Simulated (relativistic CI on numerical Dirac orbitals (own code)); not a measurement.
# V: sensitivity of the levels to the model

Base calculation: Dirac-Coulomb-Breit CI, orbitals from a KLI potential per configuration, a model potential for QED, valence Slater integrals scaled by 0.85, P86 correlation energy added to each configuration.

Configuration list (outside the closed core [Ar]): 3d3.4s2, 3d4.4s, 3d4.4p, 3d3.4s.4p, 3d5, 3d3.4s.4d, 3d4.4d, 3d3.4s.5s, 3d2.4s2.4p, 3d4.5s, 3d3.4s.6s, 3d3.4s.5p, 3d3.4s.4f, 3d3.4s.6p, 3d3.4s.5d, 3d4.5p, 3d3.4s.7s, 3d3.4s.5g, 3d3.4s.5f, 3d3.4s.7p, 3d3.4s.6d, 3d3.4s.7d, 3d2.4s2.6s, 3d2.4s2.4f, 3d2.4s2.6p, 3d2.4s2.5d, 3d2.4s2.7s, 3d2.4s2.5g, 3d2.4s2.5f, 3d2.4s2.7p, 3d2.4s2.6d, 3d3.4p.4d, 3d2.4s2.7d, 3d3.4p2, 3d2.4p3, 3d3.4d2, 3d2.4p.4d2, 3d2.4s.4p2, 3d2.4p2.4d, 3d2.4p2.5s, 3d.4s.4p3, 3d2.4p2.6s. Double excitations out of closed p, d and f shells are left out; levels of such configurations are missing from the list, as are those of other unlisted configurations, and high levels can miss mixing partners. These lack a partner that the ground configuration has and come out too high: 3d2.4s2.4f, 3d2.4s2.6p, 3d2.4s2.5d, 3d2.4s2.7s, 3d2.4s2.5g.

Variants: (1) valence Slater integrals scaled by 0.75; (2) no correlation estimate; (3) one mean potential for all configurations; (4) non-relativistic limit. Shifts of the energy above 3d3.4s2 4F_3/2, in cm⁻¹, for the lowest level and the first level of each name with at least 55 % of one term (blank where a level changes its place among those of its configuration and J or its character, or is not in the variant):

| Level | Base | Δ(1) | Δ(2) | Δ(3) | Δ(4) | Measured |
| --- | --- | --- | --- | --- | --- | --- |
| 3d3.4s2 4F_3/2 | 0.0 | 0.0 | 0.0 | 0.0 | 0.0 | 0.0 |
| 3d3.4s2 4F_5/2 | 130.3 | -1.3 | 0.0 | +33.8 | -130.3 | 137.4 |
| 3d3.4s2 4F_7/2 | 307.7 | -3.5 | 0.0 | +79.2 | -307.7 | 323.5 |
| 3d3.4s2 4F_9/2 | 527.9 | -7.0 | +0.1 | +134.6 | -527.9 | 553.0 |
| 3d4.4s 6D_1/2 | 4439.3 | +70.4 | +1821.1 | -9561.8 | -1407.9 | 2112.3 |
| 3d4.4s 6D_3/2 | 4470.2 | +69.5 | +1820.0 | -9562.5 | -1438.7 | 2153.2 |
| 3d4.4s 6D_5/2 | 4520.8 | +67.9 | +1818.1 | -9563.6 | -1489.3 | 2220.1 |
| 3d4.4s 6D_7/2 | 4589.9 | +65.6 | +1815.5 | -9564.8 | -1558.4 | 2311.4 |
| 3d4.4s 6D_9/2 | 4676.1 | +62.5 | +1812.2 | -9566.1 | -1644.7 | 2424.8 |
| 3d3.4s2 4P_1/2 | 10682.3 | -1179.8 | +116.6 |  | -71.9 | 9544.6 |
| 3d3.4s2 4P_3/2 | 10761.5 | -1183.9 | +115.0 |  | -151.1 | 9637.0 |
| 3d3.4s2 4P_5/2 | 10928.0 | -1185.7 | +113.5 |  | -317.6 | 9824.6 |
| 3d3.4s2 2G_7/2 | 11275.4 | -1275.5 | +29.4 | -1050.5 | -70.0 |  |
| 3d3.4s2 2G_9/2 | 11470.1 | -1279.8 | +29.8 | -1016.0 | -264.7 |  |

For a near-neutral ion this model can misplace configurations by up to about 10,000 cm⁻¹ (more where the count of f electrons changes) and terms by 10 to 25 % of their spread. Rates follow the energies as ν³ (E1, M1) or ν⁵ (E2), so they and the lifetimes can be off by large factors. The fine structure of a lone outer electron comes out too small, for d and f at times inverted, and misplaced configurations move strength between like terms. 43 of the 51 excited levels that our extract of the measured tables holds in this range could be paired (the sources list more); they are missed by 2024 cm⁻¹ on average and 4638 at most, and levels without a partner can miss by more.

Measured levels: NIST Handbook of Basic Atomic Spectroscopic Data (Sansonetti and Martin, J. Phys. Chem. Ref. Data 34, 1559 (2005)).

Ionisation energy from the two ground configurations alone: base 6.323 eV; valence Slater integrals scaled by 0.75 6.41 eV; no correlation estimate 5.941 eV. The NIST ASD value (measured) is 6.74619 eV. The gap of more than 2 % comes from missing correlation.
